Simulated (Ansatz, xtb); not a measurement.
## A geometry optimisation of CH3F2OSi with r2SCAN-D4/def2-SVP

The starting geometry of this gas-phase doublet was built from a drawn formula by distance geometry and a force field; its bonds are those of `F[C](F)[OH+][SiH2-]`.

```xyz
8

C    -1.0301    1.4196   -2.8748
F    -0.8205    2.7340   -2.8508
F    -1.5909    0.8391   -3.9459
O    -0.8237    0.6423   -1.7439
Si    0.8002    0.1648   -1.5815
H    -1.3878   -0.2064   -1.7706
H     1.0073   -0.7409   -2.7554
H     0.8843   -0.6953   -0.3918
```

Where would you expect an optimisation with r2SCAN-D4/def2-SVP to take it?

It rearranges to `OC(F)(F)[SiH2]`. Contacts that open: O4–Si5 (1.70 → 2.73 Å). Contacts that close: C1–Si5 (2.57 → 1.93 Å).

The energy falls by 4.75 eV over 16 steps:

```json
{"step": "1", "E − E(last) (eV)": "4.751"}
{"step": "3", "E − E(last) (eV)": "2.524"}
{"step": "4", "E − E(last) (eV)": "2.268"}
{"step": "6", "E − E(last) (eV)": "1.563"}
{"step": "8", "E − E(last) (eV)": "0.798"}
{"step": "9", "E − E(last) (eV)": "0.303"}
{"step": "11", "E − E(last) (eV)": "0.091"}
{"step": "13", "E − E(last) (eV)": "0.007"}
{"step": "14", "E − E(last) (eV)": "0.002"}
{"step": "16", "E − E(last) (eV)": "0.000"}
```

Final geometry (Å):

```xyz
8

C    -0.7053    0.9012   -2.5009
F    -0.8053    2.2259   -2.1441
F    -0.9812    0.8837   -3.8484
O    -1.6269    0.1705   -1.8300
Si    1.0823    0.2437   -2.1692
H    -2.5077    0.5377   -2.0278
H     1.1983   -1.1519   -2.6821
H     1.3844    0.3463   -0.7121
```

From the same start GFN2-xTB reaches the same bonding as this run.

No frequencies were run, so the end isn't proven a minimum. Open shells are spin-unrestricted. Run with Ansatz 0.2.0, 110 s on 2 threads of Arm Neoverse V2, on a shared host.
